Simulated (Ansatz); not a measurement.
A nudged elastic band was laid between two geometries of BBrH2 + H2 (6 atoms, charge 0, multiplicity 1).

Computed with Ansatz, RKS PBE-D4/def2-SVP.

```json
{
 "movable images": "7",
 "climbing image": "yes",
 "spring": "5.0 eV/Å²",
 "optimiser": "quadratic models (default)",
 "start path": "through a guess of the saddle point",
 "force threshold": "0.03 eV/Å",
 "iteration limit": "60",
 "end points": "relaxed"
}
```

First end point:

```xyz
6
Properties=species:S:1:pos:R:3
B 0.006 -0.836 -0.417
H 0.380 0.611 2.066
H 1.020 -0.197 -0.589
H -1.112 -0.379 -0.503
Br 0.180 -2.689 -0.021
H -0.337 0.405 2.253
```

Last end point:

```xyz
6
Properties=species:S:1:pos:R:3
B 0.010 -0.828 -0.436
H 0.019 0.868 2.116
H 1.051 -0.238 -0.623
H -1.087 -0.333 -0.560
Br 0.106 -2.663 0.056
H 0.037 0.108 2.236
```

Problem. What changes between the two ends?

Solution. No bond is made or broken.

Problem. What energy profile does the band end with?

Solution. The forces met the threshold. The highest image is number 0 of 0 to 8, 0.0 kJ/mol above the ends, which have the same energy within 2 meV. The highest image is an end point: on this band no image between the ends rises above it.

| image | path coordinate (Å) | energy (kJ/mol) |
| --- | --- | --- |
| 0 | 0.00 | 0.0 |
| 1 | 0.06 | 0.0 |
| 2 | 0.17 | 0.0 |
| 3 | 0.28 | -0.1 |
| 4 | 0.39 | -0.1 |
| 5 | 0.50 | -0.1 |
| 6 | 0.61 | -0.2 |
| 7 | 0.72 | -0.2 |
| 8 | 0.84 | -0.1 |

The band took 27 iterations and roughly 3 core-minutes.

The run took 3.4 min on 1 thread of Arm Neoverse V2 (shared host), peak memory 0.12 GiB.
